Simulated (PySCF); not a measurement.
**Exercise with solution: oscillator strength and radiative lifetime**

2-bromoprop-1-ene (C3H5Br), SMILES C(=C)(Br)C.

Geometry optimised at TPSSh-D3(BJ)/def2-SVP.

TDA-PBE0/def2-SVPD (PySCF 2.14.0) puts the first singlet state with f over 0.02 at 6.53 eV (vertical), with the transition dipole (-0.734, -0.826, 0.000) in atomic units.

Q: Find the oscillator strength, the wavelength and the radiative lifetime that this transition would have in vacuum if emission retraced absorption.

A: 
|μ|² = 1.2210 au, so |μ| = 2.81 D. ΔE = 6.53/27.211 = 0.2400 hartree. f = (2/3) ΔE |μ|² = 0.195 (the program prints 0.195).
λ = 1239.84/6.53 = 190 nm; ν = 52668 cm⁻¹.
Einstein's coefficient A = 0.6670 ν² f s⁻¹ (ν in cm⁻¹) = 3.6e8 s⁻¹, so τ = 1/A = 2.8 ns. This state is S3; the lower singlets have f = 0.000, 0.000. The figure is the radiative limit of this one transition; relaxation, internal conversion, crossing to triplets and a medium change what is measured.
